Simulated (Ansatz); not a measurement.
# CuNOZn: where a starting geometry ends

The starting geometry of this gas-phase triplet was optimised with GFN2-xTB as a singlet.

```yaml
atoms:
  - { symbol: Cu, position_ang: [-2.8029, 1.0122, 3.7294] }
  - { symbol: N, position_ang: [-2.1203, 0.7532, 1.9413] }
  - { symbol: O, position_ang: [-1.1186, 0.0329, 1.7575] }
  - { symbol: Zn, position_ang: [-1.9601, 2.7892, 2.6320] }
```

Predict what it relaxes into with r2SCAN-D4/def2-SVP.

A bond breaks, giving a structure given below by its coordinates. Contacts that open: N2–Zn4 (2.16 → 4.12 Å).

The energy falls by 0.67 eV over 16 steps:

| step | E − E(last) (eV) |
| --- | --- |
| 1 | 0.672 |
| 3 | 0.436 |
| 4 | 0.355 |
| 6 | 0.198 |
| 8 | 0.091 |
| 9 | 0.014 |
| 11 | 0.000 |
| 13 | 0.000 |
| 14 | 0.000 |
| 16 | 0.000 |

Final geometry (Å):

```yaml
atoms:
  - { symbol: Cu, position_ang: [-2.3680, 1.5584, 2.8534] }
  - { symbol: N, position_ang: [-2.0456, -0.1095, 2.1836] }
  - { symbol: O, position_ang: [-1.1987, -0.6378, 1.5224] }
  - { symbol: Zn, position_ang: [-2.3896, 3.7763, 3.5009] }
```

No frequencies were run, so the end isn't proven a minimum. Open shells are spin-unrestricted. The triplet needn't be the ground state. Run with Ansatz 0.2.0, 100 s on 2 threads of Arm Neoverse V2, with other jobs on the host.
